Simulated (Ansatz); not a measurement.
Input for Ansatz (a program for electronic structure): U-PBE/def2-TZVPP on C2H6Sn (SMILES [CH3][Sn][CH3]), a point of a bond scan (R = 2.187 Å). Elements past Kr take the def2 small-core potentials; no spin–orbit coupling.

Ansatz 0.2 input:
```yaml
crystal:
  periodic: [false, false, false]
  atoms:
    - {symbol: Sn, position_ang: [0.11049966, -0.05642200, 0.41150884]}
    - {symbol: C, position_ang: [0.48886593, 1.54481729, -1.06852756]}
    - {symbol: H, position_ang: [-1.42446099, 2.33070097, -1.78027474]}
    - {symbol: H, position_ang: [1.00714018, 1.11945612, -1.93265368]}
    - {symbol: H, position_ang: [1.08249157, 2.36337787, -0.66374796]}
    - {symbol: C, position_ang: [-1.05454507, -1.25597708, -1.03810297]}
    - {symbol: H, position_ang: [-0.42606318, -1.48134684, -1.90440157]}
    - {symbol: H, position_ang: [-1.90100089, -0.66304383, -1.39614904]}
    - {symbol: H, position_ang: [-1.42567856, -2.18814390, -0.61430550]}
basis:
  gaussian:
    orbitals: def2-TZVPP
hamiltonian:
  xc: {name: PBE}
magnetization: {spin_polarized: true, initial_magnetization: 0}
```

Output:

```
WARN ansatz: RAYON_NUM_THREADS=1 ignored (pool sized by the plan → 1); use --threads N
Functional definition: PBE
integrals: 0.09 GiB planned
1102 factors; their error is unknown
mean field: 0.91 GiB planned
mean field evaluation 1: about -7969.7817 eV, gradient 7.1e1 eV
mean field evaluation 2: about -7859.9178 eV, gradient 1.2e2 eV
mean field evaluation 4: about -7976.6213 eV, gradient 4.5e1 eV
mean field evaluation 8: about -7996.7747 eV, gradient 1.4e0 eV
mean field evaluation 16: about -7996.7690 eV, gradient 7.0e-3 eV
mean field evaluation 32: about -7996.7692 eV, gradient 3.8e-4 eV
mean field -7996.76917822 eV, -293.8758468948 hartree, gradient 3.3e-6 eV, S^2 0.030290; 7 other end points of the search recorded, 0 dependent functions left out
reference -7996.76922150 eV, -293.8758484851 hartree; 20, 20 occupied and 176, 176 virtual orbitals, 1102 factors
Total energy: -7996.76922150 eV, -293.8758484851 hartree
```

The run converged.

Cost: about 30 core-seconds (a rough figure).
